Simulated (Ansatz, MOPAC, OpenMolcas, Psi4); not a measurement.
BClF2 (chlorodifluoroborane): methods side by side

The species is BClF2 (4 atoms), meant as a singlet with charge 0. SMILES: `FB(F)Cl`. Geometry: relaxed at PBE0-D4/def2-TZVP.

```xyz
4

F    -0.1737   -1.2543   -0.5463
B    -0.0671   -0.0413   -0.0620
F    -1.0116    0.8301   -0.3177
Cl    1.3079    0.4053    0.9057
```

Quantity: the HOMO–LUMO gap, in eV. The values are calculated.

```json
{"level": "PM6", "kind": "semi-empirical", "program": "MOPAC", "value (eV)": "11.49", "CPU time": "under 2 s"}
{"level": "HF/aug-cc-pVDZ", "kind": "Hartree–Fock", "program": "OpenMolcas", "value (eV)": "14.79", "CPU time": "13 s"}
{"level": "SVWN5/aug-cc-pVDZ", "kind": "LDA", "program": "OpenMolcas", "value (eV)": "6.87", "CPU time": "21 s"}
{"level": "PBE/aug-cc-pVDZ", "kind": "GGA", "program": "Psi4", "value (eV)": "7.03", "CPU time": "23 s"}
{"level": "r2SCAN/aug-cc-pVDZ", "kind": "meta-GGA", "program": "Ansatz", "value (eV)": "7.89", "CPU time": "12 s"}
{"level": "M06-2X/aug-cc-pVDZ", "kind": "hybrid meta-GGA", "program": "Psi4", "value (eV)": "11.20", "CPU time": "32 s"}
{"level": "HSE06/aug-cc-pVDZ", "kind": "range-separated hybrid", "program": "Ansatz", "value (eV)": "8.83", "CPU time": "6.9 s"}
{"level": "B2PLYP/aug-cc-pVDZ (density fitting for correlation)", "kind": "double hybrid", "program": "Psi4", "value (eV)": "11.63", "CPU time": "12 s"}
{"level": "PBE-QIDH/aug-cc-pVDZ", "kind": "double hybrid", "program": "Ansatz", "value (eV)": "13.11", "CPU time": "10 s"}
```

The values span 6.87 to 14.79 eV. Orbital gaps aren't excitation energies, and those of double hybrids come from the SCF part alone; they tend to grow with the share of exact exchange. CPU times are rough (shared hosts, several kinds of processor): they show what a rung costs within a factor of a few.
